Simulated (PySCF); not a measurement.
Level of theory: PySCF with TPSSh-D3(BJ)/def2-TZVP // PBE-D3(BJ)/def2-SVP. All species are isolated molecules in the gas phase. One relaxed conformer stands for a flexible species; it need not be the lowest. 

Reference species: [Hf(Cl)3(NH2)] (neutral, multiplicity 1).

- HOMO–LUMO gap = 5.37 eV
- charge on the central atom (Mulliken) = 1.30 e
- LUMO = -2.18 eV
- coordination number = 4

Changed species: [Hf(NH2)4] (4 of 4 Cl replaced by NH2; the reference has 1 of 4 Cl replaced by NH2).

### Question
What does the change do to the HOMO–LUMO gap, charge on the central atom (Mulliken), LUMO and coordination number?

### Answer
the HOMO–LUMO gap rises by 0.42 eV, to 5.79 eV; the charge on the central atom (Mulliken) goes up by 0.12 e, to 1.42 e; the LUMO rises by 2.09 eV, to -0.09 eV; the coordination number is nearly the same.
